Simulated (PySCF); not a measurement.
Species: potassium bromide, KBr.
Structure used (PBE0-D3(BJ)/def2-SVP), in Å, numbered top down from 1:
```
atom  x, y, z in Å
K1     1.4220   -0.0080   -0.0030
Br2   -1.4165    0.0106   -0.0253
```

The closed-shell ground state was solved at several levels (PySCF, density fitting, gas phase). Relativistic effects, spin–orbit coupling among them, are left out although an element past zinc is present.

```
              level  basis functions  total energy (Eh)  HOMO (eV)  LUMO (eV)  gap (eV)  dipole (D)
        HF/pcSseg-2              113         -3171.6961      -8.54      -0.22      8.32       11.10
      LDA/def2-SVPD               68         -3168.4940      -4.80      -1.87      2.93       10.48
      PBE0/pcSseg-1               79         -3173.3550      -5.63      -1.33      4.30       10.22
    B3LYP/def2-SVPD               68         -3173.8205      -5.56      -1.72      3.84       10.73
       HF/def2-SVPD               68         -3171.2762      -8.51      -0.42      8.09       11.26
     PBE0/def2-SVPD               68         -3173.3102      -5.80      -1.44      4.36       10.79
CAM-B3LYP/def2-SVPD               68         -3173.9266      -7.08      -1.07      6.01       10.89
```

Task: Estimate the row for LC-wPBE/def2-SVPD, a basis of 68 functions; the other rows only guide the guess.

Result: Total energy -3173.2793 Eh, HOMO -8.42 eV, LUMO -0.46 eV, gap 7.96 eV, dipole 11.03 D.

Task: Over all these levels, which gives the widest orbital gap and which the narrowest?

Result: HF/pcSseg-2 (Hartree–Fock, all exact exchange) has the widest, 8.32 eV, and LDA/def2-SVPD (LDA) the narrowest, 2.93 eV. Functional and basis both differ between the two, so the spread mixes both effects. The HOMO need not be the same orbital at Hartree–Fock and at DFT levels.

Task: In the def2-SVPD basis, how does the gap go with the fixed share of exact exchange?

Result: LDA (0 %) 2.93 eV; B3LYP (20 %) 3.84 eV; PBE0 (25 %) 4.36 eV; HF (100 %) 8.09 eV. Each rise in the share widens the gap here.

Task: How far do the dipole and the HOMO energy spread over the levels?

Result: The dipole runs from 10.22 to 11.26 D (mean 10.81 D) and the HOMO from -8.54 to -4.80 eV.
